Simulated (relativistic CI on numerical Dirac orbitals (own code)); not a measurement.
Radial Dirac CI calculation of Pr29+.

Command:

```sh
python run_levels.py task.json out
```

Input:

```
atom Pr  Z=59  charge=29  electrons=30
nucleus A=141  rms_radius_fm=4.8919
hamiltonian dirac-coulomb  breit=off  qed=on  c_scale=1
orbitals kli  potential=per-configuration
slater_scale 1
correlation none
mixing on
grid step=0.0125 r_max=5
scf mixing=0.9 start=green max_iterations=20 tolerance=2e-08 node_fill=0.05
configurations
  [Ar] 3d10 4s2
  [Ar] 3d10 4s 4p
  [Ar] 3d10 4p2
  [Ar] 3d10 4s 4d
  [Ar] 3d10 4d2
end
```

Output:

```
SCF 1: [Ar] 3d10 4s2
 iter      energy (Ha)   residual   last orbital (Ha)
    1     -8681.622765   6.08e+00    -60.82551
    2     -8804.871365   6.51e-01    -41.53755
    3     -8807.053438   7.80e-02    -41.57996
    4     -8807.073651   4.61e-03    -41.33749
    5     -8807.073754   2.22e-04    -41.34726
    6     -8807.073755   3.40e-06    -41.34760
    7     -8807.073755   2.07e-08    -41.34760
    8     -8807.073755   3.73e-10    -41.34760
SCF 2: [Ar] 3d10 4s 4p
 iter      energy (Ha)   residual   last orbital (Ha)
    1     -8678.067531   6.08e+00    -57.51860
    2     -8801.928178   6.58e-01    -38.23506
    3     -8804.176201   7.83e-02    -38.32849
    4     -8804.195578   4.60e-03    -38.09433
    5     -8804.195738   1.91e-04    -38.10382
    6     -8804.195741   3.51e-06    -38.10408
    7     -8804.195741   1.94e-08    -38.10407
SCF 3: [Ar] 3d10 4p2
 iter      energy (Ha)   residual   last orbital (Ha)
    1     -8674.143981   6.10e+00    -57.51860
    2     -8798.689414   6.68e-01    -38.12906
    3     -8801.000868   7.89e-02    -38.23464
    4     -8801.020010   4.67e-03    -37.99733
    5     -8801.020194   2.07e-04    -38.00707
    6     -8801.020199   3.24e-06    -38.00736
    7     -8801.020199   1.05e-08    -38.00735
SCF 4: [Ar] 3d10 4s 4d
 iter      energy (Ha)   residual   last orbital (Ha)
    1     -8672.477584   6.10e+00    -54.56216
    2     -8797.482449   6.68e-01    -34.08357
    3     -8799.813753   8.02e-02    -34.25711
    4     -8799.833336   4.80e-03    -34.01085
    5     -8799.833529   2.39e-04    -34.02123
    6     -8799.833535   3.93e-06    -34.02162
    7     -8799.833535   2.96e-08    -34.02161
    8     -8799.833535   2.08e-10    -34.02161
SCF 5: [Ar] 3d10 4d2
 iter      energy (Ha)   residual   last orbital (Ha)
    1     -8663.179794   6.11e+00    -54.56216
    2     -8789.978751   6.89e-01    -34.01141
    3     -8792.452394   8.12e-02    -34.24320
    4     -8792.471133   4.85e-03    -33.99512
    5     -8792.471383   2.39e-04    -34.00593
    6     -8792.471392   4.36e-06    -34.00633
    7     -8792.471392   1.23e-08    -34.00632
orbital energies (Ha): 2p1/2 -271.0735  2p3/2 -253.3212  3s -89.0271  3p1/2 -83.3740  3p3/2 -79.7181  3d3/2 -70.0313  3d5/2 -69.2291  4s -41.3476
configuration averages (Ha): Dirac-Coulomb, Breit, QED
  4s2                          -8807.073755    0.000000    5.235326
  4s 4p                        -8804.195741    0.000000    5.217750
  4p2                          -8801.020199    0.000000    5.200141
  4s 4d                        -8799.833535    0.000000    5.216158
  4d2                          -8792.471392    0.000000    5.196984
levels: no., configuration, term, J, E (cm-1), weight
   1 4s2                    1S   0                0.0  0.99
   2 4s 4p                  3P*  0           442899.6  1.00
   3 4s 4p                  3P*  1           478234.6  0.86
   4 4s 4p                  3P*  2           682999.0  1.00
   5 4s 4p                  1P*  1           806904.2  0.86
   6 4p2                    3P   0          1025798.5  0.76
   7 4p2                    3P   1          1231494.6  1.00
   8 4p2                    1D   2          1238185.8  0.61
   9 4p2                    3P   2          1461971.7  0.64
  10 4p2                    1S   0          1547789.1  0.75
  11 4s 4d                  3D   1          1552610.0  1.00
  12 4s 4d                  3D   2          1569074.6  0.96
  13 4s 4d                  3D   3          1602027.2  1.00
  14 4s 4d                  1D   2          1698668.5  0.83
lowest total energy -8801.906705 Ha
end: converged
```

Against the reference input this run has: SCF mixing 0.9, iteration limit 20, Breit term off. The reference run ends at -8794.288031 Ha with Breit and QED terms.
